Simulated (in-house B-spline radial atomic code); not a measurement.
# Sr⁸⁺: [Ar] 3d10 4s1 5d1 (an excited or competing configuration)

All numbers are computed (Dirac-Hartree-Fock, average of configuration; Fermi nucleus of rms radius 4.224 fm) with an all-electron radial atomic-structure program (B-spline basis), not measured.

Z_r = [3n² - l(l+1)]/(2<r>); Z_e = n√(-2ε); the last column is Slater's effective charge. Values are occupation-weighted means over j. An effective charge above Z reflects the relativistic contraction of the inner shells.

```csv
shell,electrons,ε (eV),<r> (bohr),Z_r,Z_e,Slater
1s,2,-16355,0.03914,38.32,34.67,37.70
2s,2,-2405.3,0.1717,34.95,26.59,33.85
2p,6,-2148.4,0.1502,33.28,25.13,33.85
3s,2,-518.02,0.4873,27.70,18.51,26.75
3p,6,-432.11,0.4932,25.35,16.91,26.75
3d,10,-290.8,0.4872,21.55,13.87,16.85
4s,1,-165.5,1.194,20.10,13.95,12.70
5d,1,-58.834,2.825,12.21,10.40,9.00
```

The least bound orbital is 5d5/2 at -58.79 eV, and it is also the most diffuse (<r> = 2.827 bohr).

Spin-orbit splittings of the orbital energies (j = l + 1/2 above j = l - 1/2 when positive): 2p 69.02 eV, 3p 11.13 eV, 3d 1.949 eV, 5d 0.1092 eV.

For the 1s electron the small component carries 1.91 % of the norm, the zero-frequency Breit interaction raises the level by 28 eV, self-energy by 15.05 eV, and vacuum polarisation lowers it by 1.622 eV.
